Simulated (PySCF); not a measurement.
# SiCl₃: one-bond stretch

Method: PySCF, UPBE0, basis Si def2-SVP, Cl def2-SVP (no relativity, density fitting).

Rigid scan from the doublet minimum (Si–Cl 2.060 Å (×3); Cl–Si–Cl 109.2° (×3)). Coordinate: the bond from Si to the last atom (Cl) scaled, the rest fixed. Energies in kJ/mol from the minimum.

```tsv
scale of one bond	E (kJ/mol)	dipole size (D)	⟨S²⟩
0.92	30.9	1.03	0.75
0.96	6.7	0.78	0.75
1.00	0.0	0.75	0.75
1.05	7.8	1.03	0.75
1.12	36.4	1.63	0.75
1.20	79.8	2.33	0.76
1.35	161.0	3.22	0.77
1.55	233.6	–	0.79
1.80	273.0	–	0.77
2.20	289.9	–	0.75
```

Other isomers or separated fragments may lie lower.
